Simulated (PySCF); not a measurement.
## Broadened absorption spectrum of [NbOCl4]-

Compound: [NbOCl4]- (charge -1 and singlet state).
SMILES: `[O]=[Nb-]([Cl])([Cl])([Cl])[Cl]`

Level of theory: TDDFT B3LYP/def2-SVPD, vertical, gas phase, core orbitals frozen in the response, def2 core potentials past Kr in PySCF. Geometry: PBE0-D3(BJ)/def2-SVP; no solvent, vibrations or thermal averaging. Spin–orbit coupling is left out.

Broadening: Gaussians 0.25 eV wide at half height, area fixed by f = 4.319×10⁻⁹ ∫ε dν̃. The width is an assumption, not a result. The curve ends short of the highest state used, and states not computed would add to its high-energy end.

(λ (nm), ε (L mol⁻¹ cm⁻¹)): (282.7, 268), (286.8, 1123), (290.8, 3169), (294.8, 6453), (298.8, 9772), (302.9, 11430), (306.9, 10840), (310.9, 9137), (314.9, 7533), (319.0, 6265), (323.0, 5037), (327.0, 3648), (331.0, 2293), (335.1, 1216), (339.1, 563), (343.1, 226), (347.1, 79), (351.2, 24), (355.2, 7), (359.2, 2), (363.2, 0), (367.3, 0), (371.3, 0), (375.3, 0), (379.3, 0), (383.4, 0), (387.4, 0), (391.4, 0), (395.4, 0), (399.5, 0)

Task: Where are the band maxima, and which computed states make them?

Result: 304 nm (4.08 eV), ε about 11000, made up of S5 (47%) and S6 (47%) (ε in L mol⁻¹ cm⁻¹; maxima over ε = 5, shares over 10%). The states used: S1 3.48 eV (f 0.0000); S2 3.81 eV (f 0.0000); S3 3.87 eV (f 0.022); S4 3.88 eV (f 0.022); S5 4.10 eV (f 0.050); S6 4.10 eV (f 0.050); S7 4.42 eV (f 0.0000); S8 4.99 eV (f 0.0045); S9 4.99 eV (f 0.0046).

Task: Does any computed singlet lie in the visible range?

Result: No computed singlet lies in the visible range (380 to 750 nm); the lowest, at 356 nm, stands 0.22 eV above its violet end (3.26 eV); a Tamm–Dancoff triplet lies at 411 nm, without intensity as long as spin–orbit coupling is left out.

Task: Coming from long wavelengths, where does ε first pass 100 L mol⁻¹ cm⁻¹?

Result: At about 346 nm (3.58 eV), 0.10 eV above S1.

Task: On this curve, what absorbance would a 10⁻⁵ mol/L sample give at 308 nm over a 1 cm path?

Result: 308 nm is 4.025 eV, where ε is about 10000 L mol⁻¹ cm⁻¹, so A = ε c l ≈ 0.1 (Beer–Lambert, with the gas-phase spectrum and the assumed width).

No detachment energy is given for this anion; states above it aren't bound, and a finite basis only mimics them.
